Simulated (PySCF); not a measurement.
SeF3, SMILES F[Se+](F)F, charge +1.

Geometry optimised at r2SCAN-D4/def2-SVP. The multiplicity is an assumed one; other spin states were not compared. The isomer is the one that the SMILES or the coordinates give; other isomers of the formula were not compared.

Method: PySCF with TDDFT-PBE0/def2-SVPD.

Vertical excitations; the highest root listed may be one member of a degenerate set. Gas-phase values at a fixed geometry. State labels are in the subgroup Cs.

Q: Give excitation energies, oscillator strengths and character. (Estimate from the structure and the level; the computed values follow.)

A: 
```csv
state,symmetry,energy (eV),λ (nm),f,main pairs
S1,A",7.84,158,0.039,HOMO→LUMO (degenerate set)
S2,A',7.84,158,0.039,HOMO→LUMO+1 (degenerate set)
S3,A",8.33,149,0.009,"HOMO−1→LUMO+1, HOMO−3→LUMO+1, HOMO−2→LUMO (degenerate set)"
S4,A',8.33,149,0.009,"HOMO−1→LUMO, HOMO−2→LUMO+1, HOMO−3→LUMO (degenerate set)"
S5,A',8.51,146,0.011,"HOMO−2→LUMO+1 49 %, HOMO−3→LUMO 48 %"
S6,A",8.55,145,0.000,"HOMO−2→LUMO 49 %, HOMO−3→LUMO+1 49 %"
S7,A",8.61,144,0.018,"HOMO−3→LUMO+1, HOMO−2→LUMO, HOMO−1→LUMO+1, HOMO−5→LUMO (degenerate set)"
S8,A',8.61,144,0.018,"HOMO−3→LUMO, HOMO−2→LUMO+1, HOMO−1→LUMO, HOMO→LUMO+1 (degenerate set)"
S9,A',9.18,135,0.050,HOMO→LUMO+2 78 %
S10,A",9.18,135,0.000,"HOMO−4→LUMO+1 42 %, HOMO−5→LUMO 42 %, HOMO−1→LUMO+2 15 %"
T1,A",6.27,198,0,HOMO→LUMO (degenerate set)
T2,A',6.27,198,0,HOMO→LUMO+1 (degenerate set)
T3,A",7.75,160,0,HOMO−1→LUMO+1 (degenerate set)
T4,A',7.75,160,0,HOMO−1→LUMO (degenerate set)
```
Triplets are in the Tamm–Dancoff approximation, which puts them higher than full response would, so one can lie above its singlet here.
